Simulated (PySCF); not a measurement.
Sb(Me)3 (C3H9Sb), SMILES [CH3][Sb]([CH3])[CH3].

Geometry: PBE0-D3(BJ)/def2-SVP. The isomer is the one that the SMILES or the coordinates give; other isomers of the formula were not compared. The def2 effective core potentials stand for the cores of Sb; spin–orbit coupling is left out.

These are PBE0-D3(BJ)/def2-SVP run with PySCF values and carry that method's errors.

Frequencies are harmonic and unscaled.

Modes within 1.5 cm⁻¹ of each other (mostly degenerate sets) share a row, with their intensities summed.

| mode | ν (cm⁻¹) | IR (km/mol) | moving atoms (share of kinetic energy) |
|---|---|---|---|
| 1 | 114 | 0.0 | H 99 % |
| 2–3 | 122 | 0.0 | H 89 %, C 9 % |
| 4–5 | 174 | 0.6 | C 53 %, H 43 % |
| 6 | 188 | 1.6 | C 51 %, H 32 %, Sb 17 % |
| 7 | 519 | 7.1 | C 74 %, H 18 %, Sb 8 % |
| 8–9 | 522 | 47.2 | C 70 %, H 18 %, Sb 12 % |
| 10 | 696 | 0.0 | H 88 %, C 12 % |
| 11–12 | 723 | 4.6 | H 87 %, C 13 % |
| 13–14 | 824 | 36.0 | H 79 %, C 20 % |
| 15 | 829 | 52.8 | H 78 %, C 20 % |
| 16–17 | 1212 | 0.3 | H 82 %, C 18 % |
| 18 | 1231 | 1.9 | H 83 %, C 17 % |
| 19 | 1423 | 0.0 | H 95 % |
| 20–21 | 1429 | 8.5 | H 95 % |
| 22–23 | 1436 | 21.5 | H 95 % |
| 24 | 1445 | 7.8 | H 96 % |
| 25 | 3060 | 10.3 | H 98 % |
| 26–27 | 3063 | 24.2 | H 98 % |
| 28–33 | 3183 | 21.6 | H 90 %, C 10 % |
